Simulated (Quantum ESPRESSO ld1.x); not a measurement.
Task: All-electron atom: S2+ in [Ne] 3s2 3p2 (the NIST ground configuration). Method: scalar-relativistic Kohn-Sham, LDA (Slater exchange, Perdew-Zunger correlation), spin-polarised, spherical densities, point nucleus; open shells are filled with parallel spins first; computed with ld1.x of Quantum ESPRESSO 7.5. Some entries of the table are withheld. Estimate them.

orbital,occ.,eigenvalue (hartree),<r^2> (bohr^2)
1s up,1,-89.0677,0.01270
1s down,1,-89.0535,0.01270
2s up,1,-8.69214,0.2750
2s down,1,-8.67645,0.2744
2p up,3,-6.70225,0.2452
2p down,3,-6.68273,0.2445
3s up,1,-1.48110,2.837
3s down,1,-1.39709,2.887
3p up,2,-1.06305,3.568
3p down,0,-0.98390,3.709
3d up,0,-0.50808,6.363
3d down,0,-0.44798,7.370
4s up,0,-0.43421,(1)
4s down,0,-0.41383,(2)

Result: 
(1) 4s up <r^2> (bohr^2): 16.87
(2) 4s down <r^2> (bohr^2): 18.02
